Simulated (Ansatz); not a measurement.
Li2Al3. Charge 0, multiplicity 2. Geometry B3LYP-D4/def2-TZVP.

```xyz
5

Al    1.2342   -0.6823   -0.2048
Al   -0.3458    0.9026    0.8485
Al    0.5851    1.9481   -1.3824
Li   -0.0967   -1.6299    1.9414
Li   -1.3768   -0.5384   -1.2026
```

LC-ωPBE has ω = 0.4 bohr⁻¹. B3LYP takes the VWN-RPA correlation. At r2SCAN-D4/def2-TZVP, PBE0-D4/def2-TZVP, LC-ωPBE/def2-TZVP the charge 0 doublet is spin-contaminated (final ⟨S²⟩ up to 1.31, 0.75 for a pure state). The order of the spin states hangs on the level: the quartet lies 0.07 eV below the doublet at r2SCAN-D4/def2-TZVP, but 0.18 eV above it at B3LYP-D4/def2-TZVP. The structure comes from a short search, and lower isomers may exist.

(1) Estimate the α-spin orbital energies around the gap (eV) in Ansatz with PBE-D4/def2-SVP, r2SCAN-D4/def2-TZVP, B3LYP-D4/def2-TZVP, PBE0-D4/def2-TZVP, LC-ωPBE/def2-TZVP.

## Answers

(1) 
| orbital | PBE-D4/def2-SVP | r2SCAN-D4/def2-TZVP | B3LYP-D4/def2-TZVP | PBE0-D4/def2-TZVP | LC-ωPBE/def2-TZVP |
| --- | --- | --- | --- | --- | --- |
| HOMO−9 | -68.07 | -69.62 | -71.82 | -72.65 | -73.60 |
| HOMO−8 | -68.07 | -69.62 | -71.81 | -72.64 | -73.58 |
| HOMO−7 | -51.41 | -53.29 | -55.21 | -55.69 | -57.70 |
| HOMO−6 | -51.25 | -53.01 | -55.00 | -55.41 | -57.13 |
| HOMO−5 | -9.87 | -10.15 | -10.90 | -11.26 | -14.68 |
| HOMO−4 | -6.91 | -7.01 | -7.66 | -7.88 | -10.39 |
| HOMO−3 | -6.26 | -6.37 | -6.88 | -7.14 | -9.58 |
| HOMO−2 | -4.38 | -4.41 | -4.69 | -4.94 | -6.72 |
| HOMO−1 | -3.79 | -3.91 | -4.19 | -4.40 | -6.43 |
| HOMO | -3.43 | -3.58 | -3.84 | -4.10 | -6.10 |
| LUMO | -2.93 | -2.61 | -2.30 | -2.24 | -0.42 |
| LUMO+1 | -2.28 | -2.17 | -1.75 | -1.71 | -0.13 |
| LUMO+2 | -1.89 | -1.72 | -1.56 | -1.41 | 0.02 |
| LUMO+3 | -1.85 | -1.56 | -1.29 | -1.24 | 0.24 |
| LUMO+4 | -1.56 | -1.15 | -1.26 | -1.10 | 0.45 |
| LUMO+5 | -0.57 | -0.24 | -0.03 | 0.10 | 1.95 |
| β HOMO | -3.71 | -3.88 | -4.10 | -4.32 | -6.34 |
| β LUMO | -2.80 | -2.51 | -2.23 | -2.12 | -0.39 |
